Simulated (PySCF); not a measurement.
Species: C2H6FN2Si2 (doublet state).
Structure used (GFN2-xTB), in Å, numbered top down from 1:
```xyz
13
C2H6FN2Si2 angstrom
N      2.818    1.565   -2.455
C      2.158    1.049   -1.667
Si     1.133    0.013   -0.515
N      1.743    0.452    1.034
Si    -1.144    0.158   -0.708
C     -1.756   -1.066    0.647
F     -1.063   -0.871    1.834
H      2.692    0.751    1.190
H      1.330    0.071    1.869
H     -1.550   -0.444   -1.984
H     -1.962    1.370   -0.526
H     -1.593   -2.111    0.374
H     -2.812   -0.936    0.887
```

The hyperfine couplings belong to this conformer and change with its torsions.

The species is `N#C[Si](N)[SiH2]CF` [radical].

Method used: PySCF 2.14.0, UKS B3LYP, pcH-1 on C F H N Si, non-relativistic, mean-field spin-orbit, GIAO. The structure is a single GFN2-xTB conformer in the gas phase; no vibrational or solvent corrections. Couplings are sensitive to structure, and on GFN2-xTB geometries they can be far from those on DFT ones, by a factor of two or more for some ions and for spin on atoms past the first row. No stability test was run, so a lower SCF solution isn't excluded.

Q: Match the computed a_iso(14N) values +8.8, +2.3 MHz with the sites N1; N4.

A: 
```tsv
site	a_iso (MHz)	ρ(0) (bohr⁻³)	position	distance from Si3 (Å)	spin population	largest |T| (MHz)
N1	+2.3	+0.0072	2 bonds from Si3	3.00	+0.09	7.9
N4	+8.8	+0.0273	1 bond from Si3	1.72	+0.18	21.2
```

Q: Match the computed a_iso(13C) values +23.5, -1.1 MHz with the sites C2; C6.

A: 
```
site  a_iso (MHz)  ρ(0) (bohr⁻³)          position  distance from Si3 (Å)  spin population  largest |T| (MHz)
  C2        +23.5        +0.0209   1 bond from Si3                   1.86            -0.04                7.4
  C6         -1.1        -0.0009  2 bonds from Si3                   3.30            -0.01                0.8
```

Q: The isotropic 29Si couplings are -468.9, -125.7 MHz. Assign them to Si3; Si5.

A: 
| site | a_iso (MHz) | ρ(0) (bohr⁻³) | position | distance from Si3 (Å) | spin population | largest \|T\| (MHz) |
| --- | --- | --- | --- | --- | --- | --- |
| Si3 | -468.9 | +0.5286 | largest spin population | 0.00 | +0.68 | 124.7 |
| Si5 | -125.7 | +0.1416 | 1 bond from Si3 | 2.29 | +0.08 | 22.1 |

ρ(0) is the spin density at the nucleus and T the dipolar tensor; a_iso includes a spin–orbit part; entries for several nuclei are means. The largest Mulliken spin populations are on Si3 (+0.68), N4 (+0.18), N1 (+0.09) and Si5 (+0.08). The angles at Si3 add up to 334.5°, so it is pyramidal.

Examples of negative spin density at the nucleus (bohr⁻³): H8 (-0.0034) and H9 (-0.0031).

Class means assume fast exchange of nuclei equivalent by connectivity; if that motion is slow, each nucleus keeps its own coupling. H8 and H9 aren't averaged: N4 is flat or nearly so (angle sum 355°), and its turn about the short N4–Si3 bond (1.72 Å) is taken as slow. The 1H value of +33.5 MHz is a mean of couplings from -6.5 to 73.5 MHz in this one geometry, not an average over conformers.

Hardware: an Arm Neoverse V2 with one thread, no GPU, on a shared host. Cost: 81 s (grids of density and orbitals included), 0.98 GiB resident at most.
